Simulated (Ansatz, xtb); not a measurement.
Stretching the Mg1–H2 bond in MgH (multiplicity 2 held). Energies count from the point at 1.743 Å.


U- levels take the lowest unrestricted solution at each point, which mixes spins at long bonds. Full CI gives the lowest state of the spin. Levels need not reach the same state.

Frozen-core correlation.

The values were computed with Ansatz (Gaussian orbitals); xtb for the GFN methods. Values without a source in brackets are computed. The GFN methods have no spin term and hold the electronic entropy of 300 K.

Energies in kcal/mol.

```
R (Å)  GFN2-xTB  U-CCSD/def2-SVP  U-CCSD(T)/def2-SVP  FCI/def2-SVP
-----  --------  ---------------  ------------------  ------------
1.394      14.8             17.3                17.3          17.3
1.568       3.6              3.3                 3.3           3.3
1.743       0.0              0.0                 0.0           0.0
1.917      -0.3              2.2                 2.2           2.2
2.091       1.0              7.0                 7.0           6.9
2.353       5.1             15.3                15.3          15.2
2.614      10.9             21.9                22.0          22.0
3.050      22.5             27.0                27.2          27.3
3.485      34.6             28.0                28.2          28.3
4.008      47.1             28.0                28.3          28.4
4.705      57.7             28.0                28.2          28.3
5.577      63.2             28.0                28.2          28.3
6.971      65.5             28.0                28.2          28.3
```

Doubts at one or more of the structures used: T1 above 0.05 (U-CCSD/def2-SVP, U-CCSD(T)/def2-SVP); a spin-contaminated determinant (U-CCSD/def2-SVP, U-CCSD(T)/def2-SVP).

Ansatz is a first-principles code.
